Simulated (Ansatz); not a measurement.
A run of Ansatz (development build ahead of 0.2.0) on singlet H₁₄ at this shape:

| atom | x (Å) | y (Å) | z (Å) |
| --- | --- | --- | --- |
| H | 2.2471 | -0.0013 | -0.0037 |
| H | 2.0250 | 0.9744 | 0.0030 |
| H | 1.3979 | 1.7588 | -0.0057 |
| H | 0.5026 | 2.1892 | -0.0008 |
| H | -0.4962 | 2.1892 | 0.0008 |
| H | -1.4041 | 1.7569 | -0.0014 |
| H | -2.0242 | 0.9784 | 0.0050 |
| H | -2.2533 | 0.0013 | -0.0008 |
| H | -2.0307 | -0.9793 | -0.0029 |
| H | -1.4056 | -1.7618 | 0.0045 |
| H | -0.4996 | -2.1965 | 0.0014 |
| H | 0.5022 | -2.1921 | -0.0002 |
| H | 1.4031 | -1.7640 | -0.0020 |
| H | 2.0293 | -0.9802 | 0.0042 |

Its results:

- Converged: yes
- Reference energy: -7.52745 hartree
- Correlation energy: -0.28745 hartree
- Total energy: -7.81490 hartree
- Spin squared of the determinant: 0.000

Problem. Which input gives this output? Name the method, the orbitals and the basis set, and write the input.

Solution. RHF-MP2 in cc-pVDZ. An unrestricted run that stays on the closed shell gives the same numbers.

```yaml
crystal:
  periodic: [false, false, false]
  atoms:
    - { symbol: H, position_ang: [2.24711, -0.00133, -0.00375] }
    - { symbol: H, position_ang: [2.02496, 0.97435, 0.00304] }
    - { symbol: H, position_ang: [1.39788, 1.75875, -0.0057] }
    - { symbol: H, position_ang: [0.50255, 2.18924, -0.0008] }
    - { symbol: H, position_ang: [-0.49616, 2.18924, 0.00085] }
    - { symbol: H, position_ang: [-1.40414, 1.7569, -0.00141] }
    - { symbol: H, position_ang: [-2.02415, 0.97844, 0.00503] }
    - { symbol: H, position_ang: [-2.25329, 0.00129, -0.00085] }
    - { symbol: H, position_ang: [-2.03067, -0.9793, -0.00287] }
    - { symbol: H, position_ang: [-1.40555, -1.76179, 0.0045] }
    - { symbol: H, position_ang: [-0.49961, -2.1965, 0.00145] }
    - { symbol: H, position_ang: [0.50224, -2.19206, -0.00018] }
    - { symbol: H, position_ang: [1.4031, -1.76403, -0.00202] }
    - { symbol: H, position_ang: [2.02935, -0.98024, 0.00422] }
basis:
  gaussian: { orbitals: cc-pVDZ }
hamiltonian:
  xc: hf
correlation:
  method: mp2
  frozen_orbitals: { H: 0 }
```

Caution: bonds are stretched, where a single reference can fail; stretched shape with no unrestricted run beside it, a lower state can exist.
